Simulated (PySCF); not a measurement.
C7HN.
InChI=1S/C7HN/c1-2-3-4-5-6-7-8/h1H

The closed-shell ground state was solved at several levels (PySCF, density fitting, gas phase, non-relativistic). Isolated species at its PBE0-D3(BJ)/def2-TZVP geometry, gas phase.

```
           level  basis functions  HOMO (eV)  LUMO (eV)  gap (eV)  dipole (D)
wB97X-D/pcSseg-2              302      -9.50      -1.32      8.18        5.29
  B97-2/pcSseg-2              302      -7.64      -2.98      4.66        5.37
    KT3/pcSseg-2              302      -6.89      -3.66      3.23        5.30
```

(1) What might PBE0/pcSseg-2 (302 basis functions) give for the same quantities?

(2) Over all these levels, which gives the widest orbital gap and which the narrowest?

(3) In the pcSseg-2 basis, how does the gap go with the fixed share of exact exchange?

(4) How far do the dipole and the HOMO energy spread over the levels?

Answers

(1) HOMO -7.88 eV, LUMO -2.96 eV, gap 4.92 eV, dipole 5.36 D.

(2) wB97X-D/pcSseg-2 (range-separated hybrid) has the widest, 8.18 eV, and KT3/pcSseg-2 (GGA) the narrowest, 3.23 eV. From the narrowest to the widest the HOMO moves by -2.61 eV and the LUMO by +2.34 eV.

(3) KT3 (0 %) 3.23 eV; B97-2 (21 %) 4.66 eV; PBE0 (25 %) 4.92 eV. Each rise in the share widens the gap here.

(4) The dipole runs from 5.29 to 5.37 D (mean 5.33 D) and the HOMO from -9.50 to -6.89 eV.
